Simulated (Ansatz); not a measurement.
Two isomers of CH6BFO2Si: A = `OB([SiH3])OCF`, B = `OCB(F)O[SiH3]`.

Gas-phase electronic energies from Ansatz, PBE0-D4/def2-TZVP geometries. CCSD(T)/CBS adds triple-zeta CCSD(T) − MP2 to the extrapolated MP2 energy (def2 sets, frozen cores). DFT in def2-TZVPP. B3LYP here is the variant with VWN-RPA as its local correlation; programs differ in this. Each species was taken in one conformer, which may not be the lowest.

(1) Which isomer does CCSD(T)/CBS put lower? Give the gap. (Best estimate.)

(2) Give E(B) − E(A) in kJ/mol with PBE-D4, MP2/def2-TZVPP, PBE0-D4, B3LYP-D4, CCSD(T)/def2-TZVPP, B2PLYP, CCSD/def2-TZVPP. (Best estimate.)

Largest T1 diagnostic: 0.013.

Answers

(1) The calculation gave: B, by 186.6 kJ/mol.

(2) Computed: PBE-D4 -158.2, MP2/def2-TZVPP -194.0, PBE0-D4 -170.5, B3LYP-D4 -180.3, CCSD(T)/def2-TZVPP -181.9, B2PLYP -184.3, CCSD/def2-TZVPP -186.7. None reverses the order clearly.

From PBE to PBE0 (25 % exact exchange), in def2-TZVPP and without D4, E(B) − E(A) moves by −12.5 kJ/mol. In def2-TZVPP, CCSD(T) changes the Hartree–Fock value by +17.9 kJ/mol (the triples alone add +4.8 kJ/mol) and MP2 by +5.8 kJ/mol.
